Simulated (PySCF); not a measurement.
**Scalar relativity in Cl⁺ (chlorine, charge +1)**

[Ne] 3s2 3p4, high-spin 3P determinant; UHF calculated with PySCF 2.14 in dyall-av3z (19s12p3d2f, 84 functions), once non-relativistic with a point nucleus and once with spin-free X2C-1e and a Gaussian nucleus.

```json
{"shell": "1s α", "ε non-rel. (eV)": "-2867.3", "rms r non-rel. (bohr, spins averaged)": "0.1058"}
{"shell": "1s β", "ε non-rel. (eV)": "-2866.6", "rms r non-rel. (bohr, spins averaged)": "0.1058"}
{"shell": "2s α", "ε non-rel. (eV)": "-301.71", "rms r non-rel. (bohr, spins averaged)": "0.4806"}
{"shell": "2s β", "ε non-rel. (eV)": "-301.04", "rms r non-rel. (bohr, spins averaged)": "0.4806"}
{"shell": "2p α", "ε non-rel. (eV)": "-232.97", "rms r non-rel. (bohr, spins averaged)": "0.4514"}
{"shell": "2p β", "ε non-rel. (eV)": "-231.71", "rms r non-rel. (bohr, spins averaged)": "0.4514"}
{"shell": "3s α", "ε non-rel. (eV)": "-43.550", "rms r non-rel. (bohr, spins averaged)": "1.620"}
{"shell": "3s β", "ε non-rel. (eV)": "-36.602", "rms r non-rel. (bohr, spins averaged)": "1.620"}
{"shell": "3p α", "ε non-rel. (eV)": "-26.359", "rms r non-rel. (bohr, spins averaged)": "1.850"}
{"shell": "3p β", "ε non-rel. (eV)": "-23.642", "rms r non-rel. (bohr, spins averaged)": "1.850"}
```

**Question.** How does scalar relativity move these shells?

**Answer.** 1s α: ε -2877.6 eV, radius -0.59 %; 1s β: ε -2876.9 eV, radius -0.59 %; 2s α: ε -303.52 eV, radius -0.46 %; 2s β: ε -302.85 eV, radius -0.46 %; 2p α: ε -233.00 eV, radius -0.15 %; 2p β: ε -231.74 eV, radius -0.15 %; 3s α: ε -43.742 eV, radius -0.34 %; 3s β: ε -36.791 eV, radius -0.34 %; 3p α: ε -26.345 eV, radius -0.04 %; 3p β: ε -23.627 eV, radius -0.04 %.

The total energy goes from -459.0569 to -460.4714 hartree.

Ionisation energy, Cl⁺ [Ne] 3s2 3p4 (3P) → Cl²⁺ [Ne] 3s2 3p3 (4S) (eV):

| method | non-relativistic | spin-free X2C | shift |
| --- | --- | --- | --- |
| UHF | 22.586 | 22.571 | -0.015 |
| LDA | 23.978 | 23.963 | -0.015 |
| PBE | 23.842 | 23.826 | -0.016 |
| PBE0 | 23.836 | 23.821 | -0.016 |
| r2SCAN | 23.802 | 23.789 | -0.013 |
| MP2 (valence) | 23.379 | 23.366 | -0.013 |
| SCS-MP2 (valence) | 23.466 | 23.454 | -0.012 |
| CCSD (valence) | 23.489 | 23.477 | -0.013 |
| CCSD(T) (valence) | 23.520 | 23.508 | -0.013 |

Relativity contracts and stabilises s shells directly. The contracted s shells screen the nucleus better, so for spin-averaged p shells the direct and indirect effects partly cancel.
